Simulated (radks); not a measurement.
Species: the holmium ion Ho+. Configuration: [Xe] 4f11 6s1 (the NIST ground configuration). Method: scalar-relativistic Kohn-Sham, LDA (Slater exchange, Perdew-Wang correlation), spin-polarised, spherical densities, point nucleus; open shells are filled with parallel spins first (spin-orbit coupling, left out, can overturn this in heavy ions); hard spherical wall at 10 bohr; computed with a radial shooting solver on a logarithmic mesh with Libxc functionals.

Normalised radial functions P(r) = r R(r), r in bohr:

```
   r/bohr * 6s up, o 6s down, + 5d up (the largest magnitude, 0.59, reaches the edge; | marks zero, & curves that meet)
 0.001856                             +&
 0.002928                             + &
 0.004583                             + &
 0.007231                             + &
  0.01132                             + &
  0.01786                             +&
  0.02795                            &|+
  0.04409                          &  | +
  0.06902                          &  |   +
   0.1089                             |&     +
   0.1704                             |     &
   0.2689                           +&|
   0.4209                  +  &       |
    0.664                         +   |   &
    1.039                             |            &+
     1.64                         *o  |                          +
    2.567    &                        |                          +
    4.049     &                       |                +
    6.338                    o*       |     +
       10                             &
```

6s up: eigenvalue -9.543 eV, 5 radial nodes at r = 0.0251, 0.0994, 0.258, 0.601, 1.53 bohr, <r> = 3.58 bohr, 90 % of the charge inside 5.19 bohr. 6s down (empty): eigenvalue -8.657 eV, 5 radial nodes at r = 0.0251, 0.0994, 0.258, 0.601, 1.54 bohr, <r> = 3.64 bohr, 90 % of the charge inside 5.32 bohr. 5d up (empty): eigenvalue -7.328 eV, 2 radial nodes at r = 0.243, 0.746 bohr, <r> = 2.75 bohr, 90 % of the charge inside 4.42 bohr.
